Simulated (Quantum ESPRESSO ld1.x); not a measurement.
The run below uses ld1.x (Quantum ESPRESSO 7.5).

```
 &input
    atom='Pt',
    iswitch=1,
    rel=2,
    dft='SLA-PW-RW86-PBC',
    config='[Xe] 4f14 5d6 6s0 6p0 5f0 6d0',
    rel_dist='energy',
    verbosity='high',
    lsmall=.true.,
    prefix='ld1',
    max_out_wfc=37,
    file_charge='ld1.rho',
 /
```

Command: `OMP_NUM_THREADS=1 ld1.x < ld1.in > ld1.out`

It prints (banner and zero overlaps left out):

```
     Program LD1 v.7.5 starts

     --------------------------- All-electron run ----------------------------

     dirac relativistic calculation

     atomic number is 78.00
     dft =SLA-PW-RW86-PBC   lsd =0 sic =0 latt =0  beta=0.20 tr2=1.0E-14
     Exchange-correlation= SLA-PW-RW86-PBC
                           (   1   4  13   4   0   0   0)
     mesh =2121 r(mesh) =  99.81228 a.u. xmin = -8.00 dx = 0.00800
     1 Ry =  13.60569312 eV, c = 137.03599908

     n l j   nl                  e(Ry)          e(Ha)          e(eV)
     Spin orbit split results
     1 0 0.5 1S 1( 2.00)   -5761.422048251   -2880.711024126 -78388.1403406
     2 0 0.5 2S 1( 2.00)   -1014.273258474    -507.136629237 -13799.8906977
     2 1 0.5 2P 1( 2.00)    -971.976109770    -485.988054885 -13224.4086724
     2 1 1.5 2P 1( 4.00)    -844.828421955    -422.414210977 -11494.4762507
     3 0 0.5 3S 1( 2.00)    -241.144993636    -120.572496818  -3280.9447816
     3 1 0.5 3P 1( 2.00)    -222.202194906    -111.101097453  -3023.2148751
     3 1 1.5 3P 1( 4.00)    -194.246488526     -97.123244263  -2642.8581131
     4 0 0.5 4S 1( 2.00)     -54.815366564     -27.407683282   -745.8010559
     4 1 0.5 4P 1( 2.00)     -46.775926680     -23.387963340   -636.4189039
     4 1 1.5 4P 1( 4.00)     -40.136107165     -20.068053582   -546.0795572
     3 2 1.5 3D 1( 4.00)    -162.820659139     -81.410329570  -2215.2879223
     3 2 2.5 3D 1( 6.00)    -156.801876023     -78.400938012  -2133.3982063
     5 0 0.5 5S 1( 2.00)     -11.150510851      -5.575255425   -151.7104288
     5 1 0.5 5P 1( 2.00)      -8.571361608      -4.285680804   -116.6193157
     5 1 1.5 5P 1( 4.00)      -7.447629144      -3.723814572   -101.3301566
     4 2 1.5 4D 1( 4.00)     -27.000053245     -13.500026623   -367.3544388
     4 2 2.5 4D 1( 6.00)     -25.765699630     -12.882849815   -350.5602023
     4 3 2.5 4F 1( 6.00)      -9.013754039      -4.506877020   -122.6383713
     4 3 3.5 4F 1( 8.00)      -8.759900432      -4.379950216   -119.1845171
     5 2 1.5 5D 1( 4.00)      -3.930729454      -1.965364727    -53.4802987
     5 2 2.5 5D 1( 2.00)      -3.802137672      -1.901068836    -51.7307184
     6 0 0.5 6S 1( 0.00)      -3.197995936      -1.598997968    -43.5109513
     6 1 0.5 6P 1( 0.00)      -2.555414266      -1.277707133    -34.7681823
     6 1 1.5 6P 1( 0.00)      -2.369330946      -1.184665473    -32.2363898
     5 3 2.5 5F 1( 0.00)      -1.338571082      -0.669285541    -18.2121874
     5 3 3.5 5F 1( 0.00)      -1.334432242      -0.667216121    -18.1558756
     6 2 1.5 6D 1( 0.00)      -1.530122425      -0.765061212    -20.8183762
     6 2 2.5 6D 1( 0.00)      -1.505513813      -0.752756906    -20.4835589
     Averaged results
     1 0     1S 1( 2.00)   -5761.422048251   -2880.711024126 -78388.1403406
     2 0     2S 1( 2.00)   -1014.273258474    -507.136629237 -13799.8906977
     2 1     2P 1( 6.00)    -887.210984560    -443.605492280 -12071.1203913
     3 0     3S 1( 2.00)    -241.144993636    -120.572496818  -3280.9447816
     3 1     3P 1( 6.00)    -203.565057319    -101.782528660  -2769.6437005
     4 0     4S 1( 2.00)     -54.815366564     -27.407683282   -745.8010559
     4 1     4P 1( 6.00)     -42.349380337     -21.174690168   -576.1926728
     3 2     3D 1(10.00)    -159.209389270     -79.604694635  -2166.1540927
     5 0     5S 1( 2.00)     -11.150510851      -5.575255425   -151.7104288
     5 1     5P 1( 6.00)      -7.822206632      -3.911103316   -106.4265430
     4 2     4D 1(10.00)     -26.259441076     -13.129720538   -357.2778969
     4 3     4F 1(14.00)      -8.868694835      -4.434347417   -120.6647403
     5 2     5D 1( 6.00)      -3.853574385      -1.926787192    -52.4305505
     6 0     6S 1( 0.00)      -3.197995936      -1.598997968    -43.5109513
     6 1     6P 1( 0.00)      -2.431358719      -1.215679359    -33.0803206
     5 3     5F 1( 0.00)      -1.336206031      -0.668103015    -18.1800092
     6 2     6D 1( 0.00)      -1.515357258      -0.757678629    -20.6174858

     final scf error:  9.0E-15 reached in  26 iterations

     Etot =  -36891.669175 Ry,  -18445.834587 Ha, -501936.729588 eV

     Ekin =   42230.661827 Ry,   21115.330913 Ha,  574577.425195 eV
     Encl =  -92498.052013 Ry,  -46249.026006 Ha,-1258500.110161 eV
     Eh   =   14092.633152 Ry,    7046.316576 Ha,  191740.041957 eV
     Exc  =    -716.912140 Ry,    -358.456070 Ha,   -9754.086579 eV

     normalization and overlap integrals

     s(1S/1S) =  1.000000  <r> =   0.0171  <r2> =    0.0004  r(max) =   0.0106
     LC norm =  0.91239577 + SC norm =  0.08760423 =  1.00000000
     s(2S/2S) =  1.000000  <r> =   0.0717  <r2> =    0.0061  r(max) =   0.0610
     LC norm =  0.97997655 + SC norm =  0.02002345 =  1.00000000
     s(2P/2P) =  1.000000  <r> =   0.0591  <r2> =    0.0044  r(max) =   0.0457
     LC norm =  0.97990571 + SC norm =  0.02009429 =  1.00000000
     s(2P/2P) =  1.000000  <r> =   0.0675  <r2> =    0.0055  r(max) =   0.0524
     LC norm =  0.98208645 + SC norm =  0.01791355 =  1.00000000
     s(3S/3S) =  1.000000  <r> =   0.1864  <r2> =    0.0399  r(max) =   0.1726
     LC norm =  0.99332789 + SC norm =  0.00667211 =  1.00000000
     s(3P/3P) =  1.000000  <r> =   0.1767  <r2> =    0.0364  r(max) =   0.1619
     LC norm =  0.99339003 + SC norm =  0.00660997 =  1.00000000
     s(3P/3P) =  1.000000  <r> =   0.1922  <r2> =    0.0429  r(max) =   0.1754
     LC norm =  0.99401740 + SC norm =  0.00598260 =  1.00000000
     s(4S/4S) =  1.000000  <r> =   0.4147  <r2> =    0.1943  r(max) =   0.3904
     LC norm =  0.99775772 + SC norm =  0.00224228 =  1.00000000
     s(4P/4P) =  1.000000  <r> =   0.4179  <r2> =    0.1988  r(max) =   0.3904
     LC norm =  0.99785365 + SC norm =  0.00214635 =  1.00000000
     s(4P/4P) =  1.000000  <r> =   0.4515  <r2> =    0.2318  r(max) =   0.4195
     LC norm =  0.99809222 + SC norm =  0.00190778 =  1.00000000
     s(3D/3D) =  1.000000  <r> =   0.1676  <r2> =    0.0330  r(max) =   0.1380
     LC norm =  0.99413628 + SC norm =  0.00586372 =  1.00000000
     s(3D/3D) =  1.000000  <r> =   0.1723  <r2> =    0.0347  r(max) =   0.1413
     LC norm =  0.99430747 + SC norm =  0.00569253 =  1.00000000
     s(5S/5S) =  1.000000  <r> =   0.9475  <r2> =    1.0061  r(max) =   0.8687
     LC norm =  0.99944443 + SC norm =  0.00055557 =  1.00000000
     s(5P/5P) =  1.000000  <r> =   1.0226  <r2> =    1.1790  r(max) =   0.9188
     LC norm =  0.99952404 + SC norm =  0.00047596 =  1.00000000
     s(5P/5P) =  1.000000  <r> =   1.1130  <r2> =    1.3962  r(max) =   0.9953
     LC norm =  0.99959188 + SC norm =  0.00040812 =  1.00000000
     s(4D/4D) =  1.000000  <r> =   0.4616  <r2> =    0.2465  r(max) =   0.4128
     LC norm =  0.99829280 + SC norm =  0.00170720 =  1.00000000
     s(4D/4D) =  1.000000  <r> =   0.4727  <r2> =    0.2583  r(max) =   0.4229
     LC norm =  0.99835563 + SC norm =  0.00164437 =  1.00000000
     s(4F/4F) =  1.000000  <r> =   0.5116  <r2> =    0.3184  r(max) =   0.3842
     LC norm =  0.99873209 + SC norm =  0.00126791 =  1.00000000
     s(4F/4F) =  1.000000  <r> =   0.5188  <r2> =    0.3275  r(max) =   0.3872
     LC norm =  0.99875819 + SC norm =  0.00124181 =  1.00000000
     s(5D/5D) =  1.000000  <r> =   1.4166  <r2> =    2.3029  r(max) =   1.1964
     LC norm =  0.99974935 + SC norm =  0.00025065 =  1.00000000
     s(5D/5D) =  1.000000  <r> =   1.4550  <r2> =    2.4287  r(max) =   1.2254
     LC norm =  0.99976198 + SC norm =  0.00023802 =  1.00000000
     s(6S/6S) =  1.000000  <r> =   2.2125  <r2> =    5.4421  r(max) =   2.0448
     LC norm =  0.99988249 + SC norm =  0.00011751 =  1.00000000
     s(6P/6P) =  1.000000  <r> =   2.4989  <r2> =    6.9550  r(max) =   2.2871
     LC norm =  0.99990565 + SC norm =  0.00009435 =  1.00000000
     s(6P/6P) =  1.000000  <r> =   2.6700  <r2> =    7.9349  r(max) =   2.4579
     LC norm =  0.99991459 + SC norm =  0.00008541 =  1.00000000
     s(5F/5F) =  1.000000  <r> =   3.0723  <r2> =   10.8353  r(max) =   2.6203
     LC norm =  0.99995207 + SC norm =  0.00004793 =  1.00000000
     s(5F/5F) =  1.000000  <r> =   3.0890  <r2> =   10.9453  r(max) =   2.6414
     LC norm =  0.99995245 + SC norm =  0.00004755 =  1.00000000
     s(6D/6D) =  1.000000  <r> =   3.5276  <r2> =   13.9489  r(max) =   3.2782
     LC norm =  0.99994280 + SC norm =  0.00005720 =  1.00000000
     s(6D/6D) =  1.000000  <r> =   3.5851  <r2> =   14.4107  r(max) =   3.3578
     LC norm =  0.99994392 + SC norm =  0.00005608 =  1.00000000

     LC charge = 73.50897771 + SC charge =  0.49102229 = 74.00000000

     ------------------------ End of All-electron run ------------------------
```

Run on one thread of a shared host, so times are rough (Intel(R) Xeon(R) Processor @ 2.60GHz): 0.96 s of CPU time, 1.7 s wall, 26 iterations on 2121 mesh points.
